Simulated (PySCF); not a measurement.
Dipole moment and polarisability of `C[S][GeH2][NH2]`

Species: CH7GeNS.
Geometry (PBE0-D3(BJ)/def2-SVP, Å), atoms numbered from 1 in this order:
```
atom  x, y, z in Å
C1    -1.8958   -0.1574    0.0614
S2    -0.8562    0.5067    1.4038
Ge3    1.0284    0.7694    0.2734
N4     1.4199   -0.8567   -0.4779
H5    -2.7865   -0.5960    0.5311
H6    -1.3533   -0.9366   -0.4918
H7    -2.2120    0.6389   -0.6275
H8     0.8761    1.7403   -0.9145
H9     2.0403    1.3098    1.3073
H10    2.0867   -0.8406   -1.2445
H11    1.6706   -1.5903    0.1784
```

Level: B3LYP/def2-SVPD (PySCF), static field, nuclei fixed, core orbitals frozen in the response. The polarisability tensor in these axes (au):

```
x   86.52  4.12 -3.00
y    4.12 69.28  3.13
z   -3.00  3.13 71.94
```

What are the eigenvalues, a third of the trace, and Δα (Δα² = ½Σ(αi − αj)² over the three pairs)?

Principal values 65.94, 74.01 and 87.78 au; mean 75.91 au = 11.25 Å³ = 12.52 × 10⁻⁴⁰ C²·m²/J; Δα = 19.13 au (25 % of the mean).

What is the dipole moment, and where does it point?

(1.03, -0.72, -1.37) D, 1.86 D in size, pointing from the negative to the positive side. Measured along this direction, the outermost atoms are H5 and S2 at the negative end and H10 at the positive end.

Find the Langevin capture rate constant for NH4+ (18.034 u) meeting this molecule (138.951 u), k = 2.342 × 10⁻⁹ cm³/s × √(α in Å³ / reduced mass in u).

The reduced mass is 15.96 u, so k = 1.97 × 10⁻⁹ cm³/s. The formula leaves out the permanent dipole, which adds to the capture rate.

Refractivity n − 1 of an ideal gas of it at 273.15 K and 1 atm, from the electronic α?

N = p/kT = 2.6868 × 10¹⁹ cm⁻³, so n − 1 = 2π × N × 11.25 × 10⁻²⁴ cm³ = 1899 × 10⁻⁶ at long wavelengths.

Estimate the molar refractivity from the static electronic polarisability.

Lorentz–Lorenz: R = (4π/3)N_A α = 2.5225 cm³/(mol·Å³) × 11.25 Å³ = 28.4 cm³/mol, in the limit of long wavelengths.

Isolated species at its PBE0-D3(BJ)/def2-SVP geometry (one conformer only). The calculation is non-relativistic, for germanium too.

The run behind these numbers computed excited states and ΔSCF ions as well. On one thread of an Arm Neoverse V2, shared host with 192 logical CPUs at a one-minute load of 106, this took 74 s wall and 0.67 GiB of memory at its peak.
